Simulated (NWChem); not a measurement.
System: AlAsH4O; SMILES [OH][AlH][AsH2]

The following NWChem deck was run.

```
start job
memory heap 200 mb stack 900 mb global 1100 mb
geometry units angstroms noautoz
  Al    -0.522298    -1.238114     0.046352
  As    -0.082357     1.144746     0.059842
  H     -1.312936     1.394304    -0.809866
  H      0.840189     0.999429    -1.146505
  H     -1.961002    -1.882372     0.259185
  O      0.843901    -2.246923    -0.117623
  H      0.842719    -3.205469    -0.090291
end
basis spherical
  * library def2-svp
end
dft
  xc pbe0
  iterations 150
  mulliken
end
task dft energy
```

NWChem printed, in part:

```
             Northwest Computational Chemistry Package (NWChem) 7.3.0
             --------------------------------------------------------

 C1  symmetry detected

                             Geometry "geometry" -> ""
                             -------------------------

 Output coordinates in angstroms (scale by  1.889725989 to convert to a.u.)

  No.       Tag          Charge          X              Y              Z
 ---- ---------------- ---------- -------------- -------------- --------------
    1 Al                  13.0000    -0.56323376    -1.20894095     0.01272600
    2 As                  33.0000     0.08897269     1.12455051     0.04731188
    3 H                    1.0000    -1.00715278     1.46366361    -0.96090791
    4 H                    1.0000     1.12490431     0.86973923    -1.04328343
    5 H                    1.0000    -2.06975487    -1.71657587     0.06691447
    6 O                    8.0000     0.71445511    -2.33967251     0.01908235
    7 H                    1.0000     0.62230253    -3.29338152     0.05788808

 Effective nuclear repulsion energy (a.u.)     218.3337058427

                                 NWChem DFT Module
                                 -----------------

 Summary of "ao basis" -> "ao basis" (spherical)
 ------------------------------------------------------------------------------
       Tag                 Description            Shells   Functions and Types
 ---------------- ------------------------------  ------  ---------------------
 Al                         def2-svp                 8       18   4s3p1d
 As                         def2-svp                12       32   5s4p3d
 H                          def2-svp                 3        5   2s1p
 O                          def2-svp                 6       14   3s2p1d

            General Information
            -------------------
          SCF calculation type: DFT
          Wavefunction type:  closed shell.
          No. of atoms     :     7
          No. of electrons :    58
           Alpha electrons :    29
            Beta electrons :    29
          Charge           :     0
          Spin multiplicity:     1
          Use of symmetry is: off; symmetry adaption is: off
          Maximum number of iterations: 150
          AO basis - number of functions:    84
                     number of shells:    38
          Convergence on energy requested:  1.00D-06
          Convergence on density requested:  1.00D-05
          Convergence on gradient requested:  5.00D-04

              XC Information
              --------------
                         PBE0 Method XC Functional
                     Hartree-Fock (Exact) Exchange  0.250
          PerdewBurkeErnzerhof Exchange Functional  0.750
            Perdew 1991 LDA Correlation Functional  1.000 local
           PerdewBurkeErnz. Correlation Functional  1.000 non-local

             Grid Information
             ----------------
          Grid used for XC integration:  medium
          Radial quadrature: Mura-Knowles
          Angular quadrature: Lebedev.
          Tag              B.-S. Rad. Rad. Pts. Rad. Cut. Ang. Pts.
          ---              ---------- --------- --------- ---------
          Al                  1.25       88           9.0       590
          As                  1.15      112          11.0       590
          H                   0.35       45          12.0       434
          O                   0.60       49          11.0       434
          Grid pruning is: on
          Number of quadrature shells:   429
          Spatial weights used:  Erf1

      Superposition of Atomic Density Guess
      -------------------------------------

 Sum of atomic energies:       -2552.33931388

      Non-variational initial energy
      ------------------------------

 Total energy =   -2552.959514
 1-e energy   =   -3990.658230
 2-e energy   =    1219.365009
 HOMO         =      -0.275334
 LUMO         =       0.016302

     ---------------------------------------------
      Total Density - Mulliken Population Analysis
     ---------------------------------------------

    Atom       Charge   Shell Charges
 -----------   ------   -------------------------------------------------------
    1 Al  13    12.03   2.00  1.99  0.88  0.19  5.93  0.55  0.34  0.14
    2 As  33    33.30   2.00  2.00  2.00  1.28  0.50  6.00  5.98  1.53  1.97  8.17  1.78  0.10
    3 H    1     0.95   0.62  0.32  0.02
    4 H    1     0.95   0.62  0.32  0.02
    5 H    1     1.21   0.70  0.50  0.01
    6 O    8     8.90   1.99  1.11  0.64  3.16  2.00  0.00
    7 H    1     0.65   0.52  0.07  0.06

   convergence    iter        energy       DeltaE   RMS-Dens  Diis-err
 ---------------- ----- ----------------- --------- --------- ---------
 d= 0,ls=0.0,diis     1  -2555.0303584953 -2.77D+03  1.67D-02  6.61D-01
 d= 0,ls=0.0,diis     2  -2554.9176917638  1.13D-01  1.09D-02  1.82D+00
 d= 0,ls=0.0,diis     3  -2555.1051703432 -1.87D-01  1.15D-03  2.00D-02
 d= 0,ls=0.0,diis     4  -2555.1070519446 -1.88D-03  3.33D-04  1.27D-03
 d= 0,ls=0.0,diis     5  -2555.1071476785 -9.57D-05  1.39D-04  1.20D-04
  Resetting Diis
 d= 0,ls=0.0,diis     6  -2555.1071599832 -1.23D-05  2.30D-05  2.07D-06
 d= 0,ls=0.0,diis     7  -2555.1071602610 -2.78D-07  6.45D-06  1.23D-07

         Total DFT energy =    -2555.107160260961
      One electron energy =    -3993.599537402638
           Coulomb energy =     1331.536831275285
    Exchange-Corr. energy =     -111.378159976333
 Nuclear repulsion energy =      218.333705842726

 Numeric. integr. density =       58.000005845891

                       DFT Final Molecular Orbital Analysis
                       ------------------------------------

 Vector   27  Occ=2.000000D+00  E=-3.354985D-01
              MO Center=  3.2D-01, -1.9D+00, -5.7D-02, r^2= 2.4D+00
   Bfn.  Coefficient  Atom+Function         Bfn.  Coefficient  Atom+Function
  ----- ------------  ---------------      ----- ------------  ---------------
    71      0.409332  6 O  pz                69     -0.353677  6 O  px
    74      0.314109  6 O  pz                72     -0.252749  6 O  px
    62     -0.138594  5 H  s                 61     -0.135429  5 H  s
    12     -0.105005  1 Al py                31      0.100530  2 As py
     3     -0.097341  1 Al s                  9     -0.097218  1 Al py

 Vector   28  Occ=2.000000D+00  E=-3.115350D-01
              MO Center= -2.2D-01, -4.5D-02,  2.9D-02, r^2= 4.5D+00
   Bfn.  Coefficient  Atom+Function         Bfn.  Coefficient  Atom+Function
  ----- ------------  ---------------      ----- ------------  ---------------
    32      0.291344  2 As pz                22      0.267873  2 As s
    35      0.267516  2 As pz                23      0.263300  2 As s
    61     -0.204659  5 H  s                 56     -0.193483  4 H  s
    69     -0.190046  6 O  px                29     -0.182656  2 As pz
    62     -0.181396  5 H  s                 21     -0.174912  2 As s

 Vector   29  Occ=2.000000D+00  E=-2.614375D-01
              MO Center= -1.7D-01,  6.1D-01,  5.8D-02, r^2= 3.6D+00
   Bfn.  Coefficient  Atom+Function         Bfn.  Coefficient  Atom+Function
  ----- ------------  ---------------      ----- ------------  ---------------
    34      0.385377  2 As py                31      0.334832  2 As py
    22      0.260717  2 As s                 28     -0.207299  2 As py
    35      0.206815  2 As pz                62      0.179569  5 H  s
    61      0.177966  5 H  s                  9     -0.161468  1 Al py
    32      0.156189  2 As pz                21     -0.153716  2 As s

 Vector   30  Occ=0.000000D+00  E=-2.975193D-02
              MO Center= -5.5D-01, -1.0D+00, -1.0D-01, r^2= 4.2D+00
   Bfn.  Coefficient  Atom+Function         Bfn.  Coefficient  Atom+Function
  ----- ------------  ---------------      ----- ------------  ---------------
    13      0.781529  1 Al pz                10      0.326407  1 Al pz
    57      0.272270  4 H  s                 23     -0.260976  2 As s
    74     -0.221103  6 O  pz                71     -0.199495  6 O  pz
     7     -0.178197  1 Al pz                52      0.144454  3 H  s
    56      0.106332  4 H  s                 33     -0.095235  2 As px

 Vector   31  Occ=0.000000D+00  E= 9.708736D-03
              MO Center= -1.4D-01, -1.0D+00,  9.0D-02, r^2= 5.9D+00
   Bfn.  Coefficient  Atom+Function         Bfn.  Coefficient  Atom+Function
  ----- ------------  ---------------      ----- ------------  ---------------
     4      1.239340  1 Al s                 68     -0.514896  6 O  s
    62     -0.492747  5 H  s                 23     -0.485219  2 As s
    52      0.454568  3 H  s                 33      0.378364  2 As px
    34      0.344501  2 As py                22     -0.292407  2 As s
    81      0.203300  7 H  s                 11      0.191785  1 Al px

 Vector   32  Occ=0.000000D+00  E= 1.877421D-02
              MO Center= -2.8D-01,  4.1D-01, -1.1D-01, r^2= 4.7D+00
   Bfn.  Coefficient  Atom+Function         Bfn.  Coefficient  Atom+Function
  ----- ------------  ---------------      ----- ------------  ---------------
    57      0.804275  4 H  s                  4      0.713021  1 Al s
    33     -0.609774  2 As px                34      0.604582  2 As py
    12      0.546165  1 Al py                23     -0.538999  2 As s
    52     -0.511217  3 H  s                 62     -0.497495  5 H  s
    11     -0.356600  1 Al px                56      0.203694  4 H  s

     ---------------------------------------------
      Total Density - Mulliken Population Analysis
     ---------------------------------------------

    Atom       Charge   Shell Charges
 -----------   ------   -------------------------------------------------------
    1 Al  13    12.34   2.00  1.98  0.89  0.09  5.92  0.80  0.44  0.21
    2 As  33    33.22   2.00  2.00  1.99  1.36  0.43  6.00  5.97  1.62  1.77  8.13  1.79  0.15
    3 H    1     1.00   0.69  0.30  0.02
    4 H    1     0.99   0.69  0.28  0.02
    5 H    1     1.18   0.71  0.47  0.01
    6 O    8     8.47   1.99  1.06  0.66  2.87  1.88  0.01
    7 H    1     0.81   0.68  0.06  0.07

     -------------------------------------------
      Total Density - Lowdin Population Analysis
     -------------------------------------------

    Atom       Charge   Shell Charges
 -----------   ------   -------------------------------------------------------
    1 Al  13    12.61   2.00  1.94  0.61  0.30  5.81  0.93  0.68  0.35
    2 As  33    33.05   2.00  2.00  1.95  1.00  0.55  5.99  5.81  1.67  1.96  7.82  2.03  0.27
    3 H    1     1.02   0.60  0.38  0.04
    4 H    1     1.02   0.59  0.38  0.04
    5 H    1     1.15   0.63  0.51  0.01
    6 O    8     8.24   1.97  0.87  0.60  2.71  2.08  0.01
    7 H    1     0.92   0.55  0.17  0.19

     Multipole analysis of the density
     ---------------------------------

     L   x y z        total         alpha         beta         nuclear
     -   - - -        -----         -----         ----         -------
     0   0 0 0     -0.000000    -29.000000    -29.000000     58.000000

     1   1 0 0     -0.243887     -0.121944     -0.121944      0.000000
     1   0 1 0     -0.592376     -0.296188     -0.296188      0.000000
     1   0 0 1     -0.152999     -0.076499     -0.076499      0.000000

     2   2 0 0    -30.826611    -42.945735    -42.945735     55.064858
     2   1 1 0     -0.245126      0.254848      0.254848     -0.754822
     2   1 0 1     -0.075755      0.236176      0.236176     -0.548107
     2   0 2 0    -25.530241   -229.201161   -229.201161    432.872081
     2   0 1 1     -0.838613      2.117518      2.117518     -5.073648
     2   0 0 2    -26.935693    -17.214784    -17.214784      7.493875
```

Level: PBE0/def2-SVP. Structure relaxed at the PBE0/def2-SVP level.
